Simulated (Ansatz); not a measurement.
Z-matrix (Å, degrees):
```
C
C 1 1.336
H 1 1.089 2 122.7
H 1 1.087 2 121.7 3 180.0
Al 2 1.933 1 120.8 3 180.0
H 2 1.090 1 116.9 3 -0.0
O 5 1.700 2 115.0 1 -0.0
H 5 1.586 2 125.2 1 180.0
H 7 0.955 5 123.1 2 -180.0
```

The species carries charge 0 and has multiplicity 1.

(1) List the ωB97M-V/def2-TZVPP orbital energies in eV (the Gaussian-basis code of Ansatz). (An estimate is asked.)

## Answers

(1) Ansatz gave: Occupied: -1531.67, -525.49, -281.59, -280.92, -116.31, -75.98, -75.81, -75.77, -29.83, -23.82, -18.32, -16.62, -15.07, -13.79, -13.00, -11.75, -11.40, -10.22, -10.21. Lowest empty: 0.64, 1.92, 2.43, 2.68, 3.64, 3.73, 4.55, 5.05.
